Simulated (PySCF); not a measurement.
Excited states of Mn⁷⁺ (manganese, charge +7)

Ground state [Ar], ¹S. Computed with PySCF 2.14 in aug-cc-pVDZ with one added diffuse shell each of s, p, d type (8s7p5d2f, 68 functions), with the non-relativistic Hamiltonian (point nucleus). Vertical excitation energies in eV without spin-orbit coupling; excited terms of each kind are numbered among those the solver found. Frozen: [Ne].

```csv
term,leading excitation,EOM-EE-CCSD
1 3P°,3p → d,45.399
1 3F°,3p → d,47.573
1 1D°,3p → d,50.680
1 3D°,3p → d,50.908
1 1F°,3p → d,51.262
1 1P°,3p → d,66.120
1 3D,3s → d,81.020
1 1D,3s → d,83.557
1 3S,3p → p,119.41
2 3D,3p → p,120.59
```

The solver can miss terms.
